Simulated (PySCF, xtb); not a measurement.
B(Cl)(F)(NHMe) (CH4BClFN), SMILES CNB(Cl)F.

GFN2-xTB in xtb at its own geometry gives an orbital gap of 6.03 eV and a dipole moment of 3.84 D.

Coordinates come from a r2SCAN-D4/def2-SVP optimisation. This is a generated structure with no PubChem entry under its InChIKey; it may be hypothetical. Other conformers were not sampled.

Task: What does r2SCAN/def2-TZVP in PySCF give? (An estimate is asked for; the answer gives what the named calculation found.)

Result: gap 7.14 eV (levels -6.77 and 0.37 eV), dipole 2.95 D.
